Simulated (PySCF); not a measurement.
Al(OH2)6 (AlH12O6), SMILES [OH2]->[Al+3](<-[OH2])(<-[OH2])(<-[OH2])(<-[OH2])<-[OH2] (connectivity only; charge and spin as stated), charge +3, multiplicity 1.

Geometry optimised at TPSSh-D3(BJ)/def2-SVP. The isomer is the one that the SMILES or the coordinates give; other isomers of the formula were not compared. Other conformers were not sampled.

Computed with B3LYP/def2-TZVP (PySCF).

Symmetry labels are those of the subgroup D2 that the program uses (full group Th).

Task: List the valence orbital energies around the gap with their symmetry. (An estimate is asked for; the answer gives what the named calculation found.)

Result: 
```csv
orbital,symmetry,energy (eV)
HOMO−7,A,-26.62
HOMO−6,A,-26.62
HOMO−5,B1,-23.96
HOMO−4,B2,-23.96
HOMO−3,B3,-23.96
HOMO−2,B1,-23.89
HOMO−1,B2,-23.89
HOMO,B3,-23.89
LUMO,A,-13.36
LUMO+1,B1,-11.84
LUMO+2,B2,-11.84
LUMO+3,B3,-11.84
```
